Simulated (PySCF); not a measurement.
## Broadened absorption spectrum of CH9O2PSi3

CH9O2PSi3.
SMILES: `O=CO[SiH2]P[SiH2][SiH3]`

Method: TDDFT B3LYP/def2-SVPD, vertical, gas phase, core orbitals frozen in the response (PySCF 2.14.0, density-fitted response routines). Geometry: GFN2-xTB, one conformer, isolated molecule. Note that the optimisation stopped short of convergence; the values belong to its last geometry.

Broadening: Gaussians 0.4 eV wide at half height, area fixed by f = 4.319×10⁻⁹ ∫ε dν̃. The cross-section is σ = 3.8235×10⁻²¹ ε cm², given in Mb (10⁻¹⁸ cm²). The width is an assumption, not a result. The curve ends short of the highest state used, and states not computed would add to its high-energy end.

```tsv
λ (nm)	σ (Mb)
204.6	10.34
206.0	13.44
207.5	17.37
209.0	21.73
210.4	25.88
211.9	30.04
213.3	33.35
214.8	35.99
216.2	37.44
217.7	37.83
219.1	37.14
220.6	35.41
222.0	33.05
223.5	29.97
225.0	26.58
226.4	23.36
227.9	20.04
229.3	17.19
230.8	14.46
232.2	12.23
233.7	10.17
235.1	8.53
236.6	7.01
238.1	5.72
239.5	4.69
241.0	3.73
242.4	2.98
243.9	2.30
245.3	1.77
246.8	1.32
248.2	0.98
249.7	0.70
251.2	0.49
252.6	0.35
254.1	0.23
255.5	0.16
257.0	0.10
258.4	0.07
259.9	0.04
261.3	0.03
262.8	0.02
264.3	0.01
265.7	0.01
267.2	0.00
```

Question: Where are the band maxima, and which computed states make them?

Answer: 217 nm (5.70 eV), ε about 9900, made up of S3 (52%) and S5 (43%) (ε in L mol⁻¹ cm⁻¹; maxima over ε = 5, shares over 10%). The states used: S1 5.24 eV (f 0.0057); S2 5.36 eV (f 0.018); S3 5.62 eV (f 0.088); S4 5.80 eV (f 0.0035); S5 5.81 eV (f 0.079); S6 6.12 eV (f 0.0042); S7 6.20 eV (f 0.0063); S8 6.66 eV (f 0.017).

Question: Coming from long wavelengths, where does ε first pass 100 L mol⁻¹ cm⁻¹?

Answer: At about 252 nm (4.92 eV), 0.32 eV below S1.

Question: On this curve, what absorbance would a 10⁻³ mol/L sample give at 248 nm over a 1 cm path?

Answer: 248 nm is 4.999 eV, where ε is about 270 L mol⁻¹ cm⁻¹, so A = ε c l ≈ 0.27 (Beer–Lambert, with the gas-phase spectrum and the assumed width).

Question: What would ε be at 5.70 eV, the highest of these maxima, with half the width (0.2 eV)?

Answer: About 11900 L mol⁻¹ cm⁻¹ against 9900, a factor of about 1.2; a lone state at its own centre would give exactly 2.

On one thread, Arm Neoverse N1 (aarch64), shared host with 64 logical CPUs at a one-minute load of 55, this took 98 s (grids of density and orbitals included) and 0.94 GiB of memory at its peak.
